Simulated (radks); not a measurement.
Values are calculated unless marked as measured or tabulated.
Hg II, configuration [Xe] 4f14 5d10 6s1. Code: a radial shooting solver on a logarithmic mesh with Libxc functionals. Model: Dirac Kohn-Sham, relativistic LDA (MacDonald-Vosko exchange, VWN5 correlation), spin-unpolarised, spherical densities, finite nucleus; Fermi nuclear charge, rms radius 5.4648 fm.

Normalised radial functions P(r) = r R(r) (large component), r in bohr:

```
   r/bohr * 4f5/2, o 4f7/2 (the largest magnitude, 1.48, reaches the edge; | marks zero, & curves that meet)
 0.003291 &
 0.003801 &
 0.004425 &
 0.005151 &
 0.005997 &
 0.006925 &
 0.008062 &
 0.009386 &
  0.01093 &
  0.01272 &
  0.01469 &
   0.0171 &
  0.01991 &
  0.02318 &
  0.02677 &
  0.03116 &
  0.03628 o*
  0.04223 |&
  0.04916 |&
  0.05678 | &
   0.0661 |  &
  0.07695 |    &
  0.08958 |      o*
   0.1035 |         o*
   0.1204 |              &
   0.1402 |                   o*
   0.1632 |                         o*
     0.19 |                                 &
   0.2195 |                                       o*
   0.2555 |                                              o*
   0.2974 |                                                   o*
   0.3463 |                                                      &
   0.3999 |                                                     o*
   0.4655 |                                                  &
    0.542 |                                            *o
   0.6309 |                                     &
   0.7345 |                             &
   0.8483 |                     *o
   0.9875 |              *o
     1.15 |         &
    1.338 |     &
    1.546 |  &
    1.799 |*o
    2.095 |&
    2.439 &
    2.839 &
    3.279 &
    3.817 &
    4.443 &
    5.173 &
    5.974 &
    6.955 &
    8.096 &
```

4f5/2: eigenvalue -107.88 eV, 0 radial nodes, <r> = 0.479 bohr, 90 % of the charge inside 0.767 bohr. 4f7/2: eigenvalue -103.69 eV, 0 radial nodes, <r> = 0.486 bohr, 90 % of the charge inside 0.777 bohr.
